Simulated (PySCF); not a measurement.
# What a mistake does to a calculation on BCH8NSi

All numbers below are calculated, not measured. The program is PySCF 2.14.0, an open-source quantum chemistry code, run on an isolated molecule that a program drew, which may never have been made. The molecule is BCH8NSi (charge 0, singlet), drawn as the SMILES string `C[SiH2]BN`.

Each row is a Hartree-Fock (HF) and frozen-core CCSD(T) single point in the cc-pV(D+d)Z basis, meant for a local HF minimum. Run 1 is clean. Each other run has one planted mistake out of seven kinds, and not every kind appears here: one electron removed, one electron added, multiplicity raised by two, geometry at a saddle point, minimal basis STO-3G, one bond length entered in bohr, all coordinates scaled. The reference is restricted for singlets and unrestricted otherwise, and also for a bond in bohr. Adding or removing an electron swaps singlet and doublet. Electrons count all cores. HOMO and LUMO are orbital energies over both spins, the gradient is its largest component, and the lowest frequency (negative if imaginary) is given only where the gradient is small. Bond lengths are over the 11 bonds as drawn. T1 is the CCSD diagnostic: over 0.02 (restricted) or 0.045 (unrestricted) a single reference is doubtful.

Geometry of the clean run:
```xyz
12
BCH8NSi, angstrom
C    -1.3015   -0.5799    1.1406
Si   -0.1801    0.9060    0.7913
B     1.7955    0.4146    0.6103
N     2.2493   -0.8935    0.7360
H    -1.2405   -1.3175    0.3344
H    -1.0194   -1.0750    2.0749
H    -2.3465   -0.2718    1.2304
H    -0.3516    1.8992    1.8891
H    -0.6478    1.5712   -0.4576
H     2.6227    1.2627    0.3871
H     1.6537   -1.6741    0.9203
H     3.2130   -1.1452    0.6491
```

```
run  electrons  basis functions  <S^2>  HOMO (eV)  LUMO (eV)  gradient (hartree/bohr)  lowest frequency (cm^-1)  mean bond (Å)  longest bond (Å)      T1  HF (hartree)  CCSD(T) (hartree)                     mistake
  1         40              105  0.000     -10.41       3.44                  1.4e-05                        81         1.3450             2.044  0.0132    -410.64168         -411.22553                    no fault
  2         39              105  0.764     -17.28      -7.68                  1.0e-01                         -         1.3450             2.044  0.0184    -410.30958         -410.87400        one electron removed
  3         40              105  0.000     -10.43       3.91                  7.7e-02                         -         1.2576             1.911  0.0117    -410.58900         -411.16305      all coordinates scaled
  4         40              105  2.010      -5.13      -0.85                  5.5e-02                         -         1.3450             2.044  0.0174    -410.46007         -411.03085  multiplicity raised by two
  5         40               32  0.000      -8.61       8.64                  4.3e-02                         -         1.3450             2.044  0.0156    -405.82966         -406.07409        minimal basis STO-3G
  6         41              105  0.759       1.70       8.69                  7.6e-02                         -         1.3450             2.044  0.0121    -410.54562         -411.14474                           ?
```

**Which mistake was planted in run 6, and what did it cost?**

It counts 41 electrons, one more than the clean run, at the same geometry and basis. So the mistake is: one electron added. Subtracting run 1 and multiplying by 627.51 kcal/mol a hartree, the energy moved by 60.3 kcal/mol in HF and 50.7 kcal/mol in CCSD(T).

Cautions from the logs. Run 6: the HOMO is above zero, so the electron isn't bound and the energy depends on the basis.
